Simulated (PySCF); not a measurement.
**Radiative rates from a computed spectrum**

SiMe(SiH3)3, CH12Si4.
SMILES: `C[Si]([SiH3])([SiH3])[SiH3]`

Computed with TDDFT CAM-B3LYP/def2-SVPD, vertical, gas phase, core orbitals frozen in the response in PySCF. Isolated species at its PBE0-D3(BJ)/def2-SVP geometry, gas phase.

Relations used (vacuum, state to state): A = 0.6670 f ν̃² s⁻¹ (ν̃ in cm⁻¹); τ = 1/A; f = (2/3) ΔE |μ|² in atomic units; ∫σ dE = 109.76 f Mb·eV.

States that coincide in energy are taken one by one. The rates are for emission to S0 at the absorption energy, with no other channel.

Energies and rates of the computed singlets with f of 0.002 or more:

```tsv
state	λ (nm)	A (s⁻¹)
S1	190.9	5.17×10⁷
S2	190.7	5.38×10⁷
S3	189.0	4.01×10⁶
S4	182.6	8.83×10⁶
S5	176.7	4.21×10⁸
S6	176.4	4.04×10⁸
S8	171.3	6.09×10⁶
S9	164.1	1.25×10⁹
S10	163.9	1.26×10⁹
```

Problem. Which f and |μ| stand behind these rates?

Solution. f = A / (0.6670 ν̃²), and |μ| follows from f:

| state | f | \|μ\| (D) | τ | main configurations (H = HOMO, L = LUMO) |
| --- | --- | --- | --- | --- |
| S1 | 0.028 | 1.07 | 19 ns | H-1/H→L (≥84%) |
| S2 | 0.029 | 1.09 | 19 ns | H-1/H→L (≥83%) |
| S3 | 0.0022 | 0.29 | 250 ns | H-1/H→L+1 (≥45%), H-1/H→L+2 (≥28%) |
| S4 | 0.0044 | 0.41 | 110 ns | H-1/H→L+1 (≥51%), H-1/H→L+2 (≥27%) |
| S5 | 0.197 | 2.72 | 2.4 ns | H-1/H→L+2 (≥43%), H-1/H→L+1 (≥28%) |
| S6 | 0.189 | 2.66 | 2.5 ns | H-1/H→L+2 (≥44%), H-1/H→L+1 (≥28%) |
| S8 | 0.0027 | 0.31 | 160 ns | H-1/H→L+3 (≥58%), H-1/H→L+4 (≥27%) |
| S9 | 0.503 | 4.19 | 800 ps | H-1/H→L+4 (≥37%), H-1/H→L+5 (≥16%), H-1/H→L+3 (≥15%) |
| S10 | 0.509 | 4.21 | 790 ps | H-1/H→L+4 (≥37%), H-1/H→L+5 (≥17%), H-1/H→L+3 (≥14%) |

Problem. What is the integrated cross-section of all computed states together?

Solution. Σf = 1.465 over S1 to S10, so 109.76 × Σf ≈ 161 Mb·eV.

Problem. Suppose S1 emitted 0.3 eV lower with the same transition dipole. How would A change?

Solution. At fixed |μ|, A goes as the cube of the energy: (6.19/6.49)³ = 0.87, which makes τ about 22 ns.

Problem. Which computed singlets stay under f = 0.002?

Solution. S7 (7.23 eV, f 0.0006).
